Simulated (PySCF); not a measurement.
Start geometry of `BC#CC(F)(F)Br` from a GFN2-xTB structure with every atom displaced at random (by about 0.01 Å) (Å):
```
atom  x, y, z in Å
B1     2.3300    0.5300   -0.3110
C2     0.8610    0.1531   -0.3862
C3    -0.3156   -0.1768   -0.4571
C4    -1.6572   -0.5250   -0.5000
F5    -2.1894   -0.5961   -1.7511
F6    -1.9726   -1.6970    0.0851
Br7   -2.7153    0.8750    0.4830
H8     2.9734    0.1760    0.5693
H9     2.7436    1.2436   -1.1347
```

Task: What comes out of this run: PySCF 2.14.0, PBE0-D3(BJ)/def2-SVP geometry optimisation, gas phase?

Result: 
```
atom  x, y, z in Å
B1     2.2956    0.6279   -0.2672
C2     0.8574    0.1836   -0.3674
C3    -0.3080   -0.1728   -0.4434
C4    -1.7012   -0.5864   -0.5313
F5    -2.1199   -0.6663   -1.7935
F6    -1.9098   -1.7716    0.0409
Br7   -2.7791    0.7534    0.4003
H8     2.9714    0.2541    0.6584
H9     2.7553    1.3539   -1.1122
```

The energy falls by 0.216 eV over 7 energy and gradient evaluations, the largest force component goes from 0.0771 to 2.9e-04 Eh/bohr, and the atoms move by 0.038 Å rms after alignment. The bond that changes most is C3–C4 (alkyne carbon to CF2 carbon), which lengthens by 0.069 Å. Bonds longer at the end by more than 0.005 Å: 3 of 8; shorter: 4. Among the angles that change most is C3–C4–F6, from 115.6° to 112.1°. Rotational constants go from 2554, 1076, 878.2 to 2602, 1073, 882.1 MHz. The orientation of the end geometry is arbitrary; only internal coordinates are fixed.

The run used 126 basis functions and 51 SCF cycles in all.

Whether it is a minimum is left open (no frequencies).
